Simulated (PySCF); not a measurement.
C3H4FNSi, SMILES [SiH2](/C=C\C#N)F. Atoms are numbered in the order given.

```xyz
10

N      1.3947    -0.8739     2.3408
C      1.3105    -1.0631     1.2014
C      1.1645    -1.2548    -0.2235
C      0.2959    -0.5187    -0.9343
Si    -0.8011     0.8102    -0.1833
F     -1.7265     1.3746    -1.3996
H      1.7987    -2.0254    -0.6749
H      0.2337    -0.7120    -2.0126
H     -1.6850     0.2317     0.8578
H      0.0185     1.9285     0.3448
```
Charge 0, spin multiplicity 1.

Geometry: ωB97X-D3(BJ)/def2-SVP. The structure was generated by enumeration; whether it is a known compound was not checked. The values are those of a single conformer.

Two levels are set side by side: PBE/pcSseg-1 (PySCF) and KT2/pcSseg-1 (PySCF). GIAO shifts against CFCl3 (¹⁹F), NH3 (¹⁵N), TMS (²⁹Si), TMS (¹H), TMS (¹³C) at the same level; non-relativistic, no solvent, atoms listed together averaged. Differences are taken from unrounded values.

```tsv
quantity	KT2
δ(¹⁵N) of N1 (ppm)	307.6
δ(¹³C) of C2 (ppm)	113.5
δ(¹³C) of C3 (ppm)	116.5
δ(¹³C) of C4 (ppm)	150.1
δ(²⁹Si) of Si5 (ppm)	-1.7
δ(¹⁹F) of F6 (ppm)	-264.8
δ(¹H) of H7 (ppm)	6.15
δ(¹H) of H8 (ppm)	7.00
δ(¹H) of H9, H10 (ppm)	5.98
```

What does PBE give, and how far is it from KT2? (Estimate from the structure and the level; the computed values follow.)


```
quantity                   PBE  PBE minus KT2
----------------------  ------  -------------
δ(¹⁵N) of N1 (ppm)       330.7           23.1
δ(¹³C) of C2 (ppm)       121.4            7.9
δ(¹³C) of C3 (ppm)       124.4            7.9
δ(¹³C) of C4 (ppm)       160.9           10.7
δ(²⁹Si) of Si5 (ppm)      -2.6           -0.9
δ(¹⁹F) of F6 (ppm)      -254.7           10.2
δ(¹H) of H7 (ppm)         6.29           0.14
δ(¹H) of H8 (ppm)         7.27           0.27
δ(¹H) of H9, H10 (ppm)    6.03           0.05
```

Rough cost on one machine, each run with all the roots and properties that it gave: KT2 against PBE within a factor of 2.
